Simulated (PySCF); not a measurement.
# Spin states and ions at one geometry of [OsO2(OH)2]2+

PySCF 2.14.0, RKS PBE, Os def2-SVP with ECP60, O def2-SVP, H def2-SVP; non-relativistic Hamiltonian with scalar-relativistic core potentials where named; density fitting; no spin-orbit coupling; singlets restricted, open shells unrestricted. The geometry is relaxed for charge +2, singlet, vacuum:

```xyz
7

Os    0.0000    0.0000   -0.1426
O     0.9363    0.9660    0.8624
O    -0.9363   -0.9660    0.8624
O     1.1107   -0.9647   -1.1606
H     1.3787   -1.9127   -1.4016
O    -1.1107    0.9647   -1.1606
H    -1.3787    1.9127   -1.4016
```

Energies count from the relaxed state; an electron taken off or put on is at rest in vacuum. Charges and spins are Mulliken's.

Q: Order these states by energy, lowest first.
A. charge +3, doublet, vacuum
B. charge +2, triplet, vacuum
C. charge +1, doublet, vacuum
D. charge +2, singlet, vacuum

A: C (-14.69 eV), D (0.00 eV), B (3.04 eV), A (25.17 eV).

Q: How do charge and spin on the first atom follow?

A: 
| state | spin squared | charge on Os1 (e) | spin on Os1 (e) | dipole about the centre of mass (D) |
| --- | --- | --- | --- | --- |
| charge +2, singlet, vacuum | 0.00 | 1.54 | 0.00 | 3.56 |
| charge +2, triplet, vacuum | 2.02 | 1.47 | 0.39 | 2.67 |
| charge +3, doublet, vacuum | 0.77 | 1.69 | -0.18 | 3.46 |
| charge +1, doublet, vacuum | 0.75 | 1.30 | 0.47 | 3.48 |

With an electron taken off (doublet) the charges change, summed by element, by Os +0.15 e, O +0.74 e, H +0.11 e. The vertical ionisation energy is 25.17 eV, against −ε(HOMO) = 21.64 eV of the relaxed state. The level lies 3.5 eV too high, as is usual for semilocal functionals and global hybrids, which keep a self-interaction error.

With an electron put on (doublet) the charges change, summed by element, by Os -0.25 e, O -0.62 e, H -0.14 e. The vertical electron affinity is 14.69 eV, against −ε(LUMO) = 18.33 eV of the relaxed state.

Open shells may have lower solutions than those found. Hard to converge, so the more doubtful: charge +3, doublet, vacuum.
